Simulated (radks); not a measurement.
Q: The helium ion He+, 1s1. All-electron calculation, non-relativistic Kohn-Sham, exchange-only LDA, spin-polarised, spherical densities, point nucleus. Program: a radial shooting solver on a logarithmic mesh with Libxc functionals. Every spin shell is full or empty, so the densities are truly spherical. Functionals are evaluated on that one density, not self-consistently. Rank these orbital-free kinetic functionals by their error against the exact value of the orbitals, and give that value: Thomas-Fermi, von Weizsacker, TF + vW, TF + vW/9, LC94, Perdew 92, Thakkar, Pearson, LKT, PG1, DePristo-Kress, Ernzerhof.

A: Exact: 1.91259 hartree. From best to worst, with 100 (|E| - |E exact|)/|E exact| (equal figures are ties): von Weizsacker 0.00, LC94 +1.99, Thakkar +2.20, TF + vW/9 +2.47, Perdew 92 +2.49, Pearson -2.57, DePristo-Kress +2.57, Ernzerhof +6.29, Thomas-Fermi -8.64, PG1 +54.82, LKT +62.19, TF + vW +91.36.
